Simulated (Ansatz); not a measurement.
Z-matrix (Å, degrees):
```
Si
C 1 1.796
C 1 1.829 2 42.8
H 1 1.484 2 122.2 3 -103.6
H 1 1.484 2 122.2 3 103.6
F 2 1.320 1 154.9 3 -180.0
H 3 1.081 1 153.9 2 180.0
```

Charge 0, multiplicity 1.

Problem. List the PBE0/def2-TZVPP orbital energies in eV (Ansatz 0.2.0). (Best estimate.)

Solution. Ansatz gave: Occupied: -1803.02, -674.79, -280.64, -278.58, -145.32, -100.01, -99.98, -99.95, -34.70, -22.77, -16.80, -15.52, -13.89, -13.56, -13.12, -10.46, -9.28, -8.19, -8.07. Lowest empty: -0.36, 0.02, 1.23, 1.37, 2.09, 3.04, 3.24, 4.39.
